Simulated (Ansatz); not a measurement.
Job for Ansatz (an electronic-structure program): R-CCSD(T)/aug-cc-pVDZ on C3H9F (a complex), monomers drawn apart or pushed together.

Ansatz 0.2 input:
```yaml
crystal:
  periodic: [false, false, false]
  atoms:
    - {symbol: F, position_ang: [-0.36194887, 0.09118167, 0.36872664]}
    - {symbol: H, position_ang: [-0.49782354, 0.35622851, 1.24795816]}
    - {symbol: C, position_ang: [0.76881779, -1.07981763, 3.31208696]}
    - {symbol: C, position_ang: [0.02892447, -0.03315719, 4.14095943]}
    - {symbol: C, position_ang: [-0.78369737, 0.93439862, 3.28442422]}
    - {symbol: H, position_ang: [1.34154698, -1.75779411, 3.94676921]}
    - {symbol: H, position_ang: [0.07289614, -1.68415800, 2.72502583]}
    - {symbol: H, position_ang: [1.46653081, -0.61098836, 2.61382475]}
    - {symbol: H, position_ang: [0.74612126, 0.53384639, 4.74076730]}
    - {symbol: H, position_ang: [-0.63757218, -0.53119795, 4.85044803]}
    - {symbol: H, position_ang: [-1.30848953, 1.67725856, 3.88695699]}
    - {symbol: H, position_ang: [-0.13383527, 1.48900262, 2.59815536]}
    - {symbol: H, position_ang: [-1.54804821, 0.39969047, 2.70934845]}
basis:
  gaussian:
    orbitals: aug-cc-pVDZ
magnetization: {spin_polarized: false}
correlation: {method: ccsd_t, electrons: outside_noble_gas}
scf: {lower_state_search: off}
```

### Question
Give the final energy of this run.

### Answer
-219.0696 hartree (reference determinant -218.3074, T1 diagnostic 0.010).

### Question
How many basis functions does it have, and what does it roughly cost on one machine?

### Answer
173 functions; around 100 core-seconds (rough).
